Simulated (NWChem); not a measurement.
Species: phosphorus nitride (PN); SMILES P#N

```xyz
2

N      0.0000     0.0000     1.0049
P      0.0000     0.0000    -0.4745
```
Atoms are numbered in this order, from 1.

Level: PBE0-D3(BJ)/def2-TZVP (NWChem), optimised geometry, unscaled harmonic frequencies. 

```
frequency (cm⁻¹)  IR intensity (km/mol)
----------------  ---------------------
1428                                1.0
```

```json
{
  "zero_point_energy": "2.0 kcal/mol",
  "thermal correction to the enthalpy at 298.15 K (with zero-point energy)": "4.1 kcal/mol",
  "heat capacity Cv": "5.1 cal/(mol K)",
  "entropy at 298.15 K and 1 atm (symmetry number 1)": "50.4 cal/(mol K)",
  "dipole_moment": "2.84 D"
}
```

Rigid rotor and harmonic oscillator.
